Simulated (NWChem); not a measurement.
A series in which one site is exchanged, each optimised at PBE0/def2-SVP with NWChem, gas phase unless a solvent is named. All stand in one matching conformer (torsions within 35°), which need not be the lowest. Low-valent species are run as closed-shell singlets; no triplet was tried in these runs. Some are not confirmed as minima by frequencies. def2 effective core potentials on Sn, Pb; no spin-orbit coupling.

A: C[O][PbH] (CH₄OPb; site = Pb)
B: C[O][SnH] (CH₄OSn; site = Sn)
C: CO[SiH] (CH$_{4}$OSi; site = Si)
D: C[O][GeH] (CH4GeO; site = Ge)

Values for A:

- dipole (D), PBE0/def2-SVP = 1.78
- orbital gap (eV), PBE0/def2-SVP = 4.52
- lowest singlet excitation, B3LYP/def2-SVPD, TDA (eV) = 3.18

Problem. How do these values change for the other members?

Solution. 
```tsv
change from A	B	C	D
dipole (D), PBE0/def2-SVP	-0.81	-0.08	-0.73
orbital gap (eV), PBE0/def2-SVP	-0.13	+0.10	+0.19
lowest singlet excitation, B3LYP/def2-SVPD, TDA (eV)	+0.01	+0.22	+0.24
```
